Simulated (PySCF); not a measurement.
**Nuclear quadrupole coupling in `C=CO[C@@H]1COCC[SiH2]1`**

Compound: C₆H₁₂O₂Si.
Z-matrix (Å and degrees, GFN2-xTB geometry), rows numbered from 1:
```
C 
C   1  1.3243
O   2  1.3478  1  129.47
C   3  1.4263  2  118.51  1     0.09
C   4  1.5366  3  105.96  2  -161.89
O   5  1.4034  4  113.47  3  -178.27
C   6  1.4100  5  114.72  4    74.30
C   7  1.5302  6  113.51  5   -72.71
Si  8  1.9021  7  110.12  6    55.42
H   1  1.0741  2  123.54  3    -0.54
H   1  1.0733  2  119.75  3   179.06
H   2  1.0829  1  121.46  3  -179.33
H   4  1.0978  3  109.42  2   -45.96
H   5  1.0940  4  109.82  3    63.57
H   5  1.1003  4  108.68  3   -54.61
H   7  1.1009  6  109.72  5    50.38
H   7  1.0941  6  104.75  5   166.58
H   8  1.0888  7  108.96  6   178.54
H   8  1.0907  7  108.42  6   -65.24
H   9  1.4633  4  113.27  3   -83.16
H   9  1.4662  4  107.36  3    40.03
```

Field gradients from the PBE0/pcSseg-1 density (PySCF, non-relativistic), principal values in atomic units, ordered |Vxx| ≤ |Vyy| ≤ |Vzz|:

```csv
atom,Vxx,Vyy,Vzz
O3,-0.3269,-1.5176,1.8445
O6,-0.0667,-1.9316,1.9983
```

Find the asymmetry η = (Vxx − Vyy)/Vzz and the couplings χ = eQV/h (234.96 MHz × Q in barn × V in au), with Q(17O) = −0.0256 b.

```json
{"atom": "O3", "environment": "ether oxygen", "nucleus": "17O", "η": "0.65", "χzz (MHz)": "-11.09", "χxx (MHz)": "1.97", "χyy (MHz)": "9.13"}
{"atom": "O6", "environment": "cyclic ether oxygen", "nucleus": "17O", "η": "0.93", "χzz (MHz)": "-12.02", "χxx (MHz)": "0.40", "χyy (MHz)": "11.62"}
```

At O6 η is above 0.9: Vyy and Vzz are nearly equal in size and opposite in sign, so a small change could swap them and flip the sign of χzz. The tensor is traceless: Vxx + Vyy + Vzz = 0.

What is Vzz at O6 in SI units (1 au = 9.71736 × 10²¹ V/m²)?

1.9983 au = 19.418 × 10²¹ V/m².

And the gradient at the other heavy atoms, for which no coupling is worked out here?

| atom | environment | Vzz (au) | η |
| --- | --- | --- | --- |
| C1 | terminal =CH2 carbon | 0.135 | 0.50 |
| C2 | vinylic carbon bearing oxygen | -0.396 | 0.03 |
| C4 | sp3 carbon bound to oxygen | 0.441 | 0.27 |
| C5 | sp3 carbon bound to oxygen | 0.337 | 0.45 |
| C7 | sp3 carbon bound to oxygen | 0.358 | 0.31 |
| C8 | sp3 carbon bound to silicon | -0.068 | 0.83 |
| Si9 | SiH2 silicon | 0.136 | 0.60 |

Were the hydrogens deuterons (Q(2H) = 0.00286 b), χzz would run from 109 kHz (H21) to 234 kHz (H11 and H10).

One conformer (not necessarily the lowest) at the GFN2-xTB geometry, without solvent, vibrations or thermal averaging. GFN2-xTB bond lengths can be off by several hundredths of an ångström, more for odd bonds, and the gradients follow them. The basis is small and wasn't made for field gradients, so the couplings can be 20 % off.
